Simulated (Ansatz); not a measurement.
Ansatz (an electronic-structure program) input (LC-wPBE/def2-TZVPD):

Ansatz 0.2 input:
```yaml
crystal:
  periodic: [false, false, false]
  atoms:
    - {symbol: O, position_ang: [-0.60707845, 1.10719948, -1.51867017]}
    - {symbol: Ge, position_ang: [0.23635642, 0.12306161, -0.06807321]}
    - {symbol: O, position_ang: [-0.99379514, 0.79279427, 1.14624438]}
    - {symbol: O, position_ang: [-0.35202903, -1.49351267, -0.75863243]}
    - {symbol: O, position_ang: [1.20793414, -0.79435724, 1.34561722]}
    - {symbol: H, position_ang: [-1.17447256, 1.73520756, -1.05353340]}
    - {symbol: H, position_ang: [-0.74025138, 0.36567832, 1.97305677]}
    - {symbol: H, position_ang: [-0.91128034, -1.22556678, -1.49739774]}
    - {symbol: H, position_ang: [1.22234668, -1.71028137, 1.03974514]}
basis:
  gaussian:
    orbitals: def2-TZVPD
hamiltonian:
  xc: {name: LC-wPBE}
total_charge: -1
magnetization: {spin_polarized: true, initial_magnetization: 1}
output: {forces: true}
```

Output:

```
Functional definition: LC-wPBE
integrals: 0.28 GiB planned
1313 factors; their error is unknown
integrals: 0.31 GiB planned
496 factors; integrals over basis functions are off by at most 2.8e-5 eV
mean field: 2.47 GiB planned
mean field evaluation 1: about -64759.2688 eV, gradient 4.7e1 eV
mean field evaluation 2: about -64757.9186 eV, gradient 5.6e1 eV
mean field evaluation 4: about -64766.3506 eV, gradient 1.6e0 eV
mean field evaluation 8: about -64766.3691 eV, gradient 1.5e-1 eV
mean field evaluation 16: about -64766.3526 eV, gradient 2.0e-4 eV
mean field -64766.35264385 eV, -2380.1195594509 hartree, gradient 5.9e-5 eV, S^2 0.754709; 0 other end points of the search recorded, 0 dependent functions left out
the calculation of the forces begins
reference -64766.35264386 eV, -2380.1195594512 hartree; 35, 34 occupied and 215, 216 virtual orbitals, 1313 factors
Total energy: -64766.35264386 eV, -2380.1195594512 hartree
Atom 0 at    -0.607078     1.107199    -1.518670 Å, force     0.117955    -0.164612     0.503338 eV/Å
Atom 1 at     0.236356     0.123062    -0.068073 Å, force    -0.556635    -0.289818     0.160317 eV/Å
Atom 2 at    -0.993795     0.792794     1.146244 Å, force     0.453428    -0.269193    -0.278165 eV/Å
Atom 3 at    -0.352029    -1.493513    -0.758632 Å, force     0.127625     0.571725     0.110815 eV/Å
Atom 4 at     1.207934    -0.794357     1.345617 Å, force    -0.284448     0.077926    -0.455386 eV/Å
Atom 5 at    -1.174473     1.735208    -1.053533 Å, force     0.089102    -0.115965    -0.093932 eV/Å
Atom 6 at    -0.740251     0.365678     1.973057 Å, force    -0.027483     0.071632    -0.106234 eV/Å
Atom 7 at    -0.911280    -1.225567    -1.497398 Å, force     0.087170    -0.040555     0.089043 eV/Å
Atom 8 at     1.222347    -1.710281     1.039745 Å, force    -0.006716     0.158861     0.070204 eV/Å
Dipole moment:    -0.098387    -0.051227     0.028337 e Å
```
